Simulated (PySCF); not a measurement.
**Fe5+: what the settings change**

The free ion Fe5+ in its d3 configuration.

Method (PySCF 2.14, density fitting): CASSCF(3,5) with orbitals averaged over all microstates of the shell, strongly contracted NEVPT2 on the averaged canonical orbitals; basis x2c-TZVPall; spin-free X2C; gas phase; spin-orbit coupling by state interaction with the mean-field operator over all roots.

Base run: NEVPT2 ground state 4F, next 4P at 19296, then 2G at 21286 cm⁻¹, B(NEVPT2) 1294, ζ 582 cm⁻¹, μeff(300 K) 1.85 μB.

What happens with the basis x2c-TZVPPall?

NEVPT2 ground state 4F, next 4P at 19002, then 2G at 20752 cm⁻¹, B(NEVPT2) 1275, ζ 582 cm⁻¹, μeff(300 K) 1.86 μB.
